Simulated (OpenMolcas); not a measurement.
## In I: effect of the IPEA shift

| Property | Result |
| --- | --- |
| Program | OpenMolcas 26.06 |
| Basis | ANO-RCC-VTZP [7s6p4d2f1g] |
| Scalar Hamiltonian | DKH2, point nucleus |
| Active space | 3 electrons in 4 orbitals (5s 5p) |
| State averaging | 2S+1 = 4 odd, 1 root (0 in the spin-orbit step); 2S+1 = 2 odd, 3 roots kept (CI in the orbitals of an earlier block); 2S+1 = 4 even, 3 roots; 2S+1 = 2 even, 5 roots kept (CI in the orbitals of an earlier block) |
| Spin-orbit coupling | state interaction with AMFI integrals over the reference wave functions, term energies averaged over their components |

Methods on the same reference wave functions:
A. CASSCF
B. SS-CASPT2, IPEA 0 Eh, imaginary shift 0.1 Eh (closed shells correlated: 4d)
C. SS-CASPT2, IPEA 0.25 Eh, imaginary shift 0.1 Eh (closed shells correlated: 4d)

Energies in cm-1 above 5s2 5p 2P* 1/2, the measured ground level; measured values from NIST Handbook of Basic Atomic Spectroscopic Data.

| Level | A | B | C | Measured |
| --- | --- | --- | --- | --- |
| 5s2 5p 2P* 1/2 | 0.0 | 0.0 | 0.0 | 0.0 |
| 5s2 5p 2P* 3/2 | 2074 | 2070 | 2070 | 2213 |
| 5s 5p2 4P 1/2 | 25788 | 34900 | 34490 | 34978 |
| 5s 5p2 4P 3/2 | 26526 | 35620 | 35230 | 36021 |
| 5s 5p2 4P 5/2 | 27722 | 36760 | 36390 | 37452 |

Deviations, from unrounded energies. A percentage is the sum of absolute deviations over the sum of measured energies, with the sign that they share, or ± where signs differ.

| Against measurement | Levels | A | B | C |
| --- | --- | --- | --- | --- |
| mean absolute deviation (cm-1) | 4 | 7100 | 330 | 620 |
| fine structure of the ground term (%) | 1 | -6.2 | -6.2 | -6.2 |
| other configurations (%) | 3 | -26.2 | -1.1 | -2.2 |

B lies closest to measurement on these levels and A furthest from it. The largest miss of B in the table is 5s 5p2 4P 5/2, by -690 cm-1. The ranking rests on the paired levels alone, and a cruder setting can come out closer through cancelling errors.

Between B and C the level of the table that moves most is 5s 5p2 4P 1/2, by 400 cm-1 (lowest in C, highest in B). Moves below CASPT2's spread within the term are not significant.

The lowest spin-free term lies below A's lowest term by 0.457 hartree in B, 0.451 hartree in C.

Over all roots computed the reference weight is 0.86 to 0.93 in B; the roots of lowest weight are the least certain, and an intruder state may touch them. Some high roots are left out of the spin-orbit mixing, which shifts the levels that they would mix with. Terms from blocks run as CI alone lack orbitals of their own. Terms of s pⁿ other than that of highest spin mix with s² pⁿ⁻² d, which this space lacks; all of them can be thousands of cm-1 off, and some have no real level of that name. Without dynamic correlation excited terms often stand tens of per cent too high (terms of higher spin than the ground term too low), and those without a measured partner can miss by more than the paired ones (holds for A). Computed and measured levels are paired by configuration, term and J; levels that our copy of the source lacks, or whose pairing is in doubt (as where it misses far off the trend of its configuration), stay unpaired and out of the deviations. Levels of configurations outside the active space are missing. The table leaves out levels that lie high or whose names do not pair safely across all columns.

* marks odd parity.
